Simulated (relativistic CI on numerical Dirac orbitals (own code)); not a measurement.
Calculated at this level of theory: Dirac-Coulomb-Breit CI, orbitals from a KLI potential per configuration, QED by a radiative potential, unscaled Slater integrals (own radial code, finite nucleus).

The strongest absorption lines from the ground level of an ion, among the configurations computed and to levels below about 4460 eV (vacuum wavelength in Å, gf): 3.0737 (0.46), 3.0815 (0.35), 3.1363 (0.92), 3.1378 (0.82), 3.1383 (1.1), 3.1438 (0.56), 3.1467 (1.9), 3.3052 (1.7).

(1) Which ion is it?
A. Zr33+
B. Ba49+
C. Cd41+
D. Cd39+

## Answers

(1) C. Cd41+ has 7 electrons and the ground level 2s2 2p3 2P°_3/2; the strongest line goes to 2s2 2p2 3d 4P_5/2. The pattern of lines fixes the number of electrons, and along that sequence the line energies rise steadily with the charge (about as its square where n changes within one kind of shell, about linearly where n is kept but much faster in heavy ions where fine structure, which grows about as Z⁴, sets the gap, and irregularly where shells cross), which fixes Z. Configurations outside the model, such as inner-shell arrays, can give stronger lines. At this charge energies of transitions that change n are usually good to better than 1 %, and those within a shell (Δn = 0) to a few per cent.

LS names give the leading component of a level, which can be under half, so a name can repeat, a term be missing and a line seem to break the LS rules.
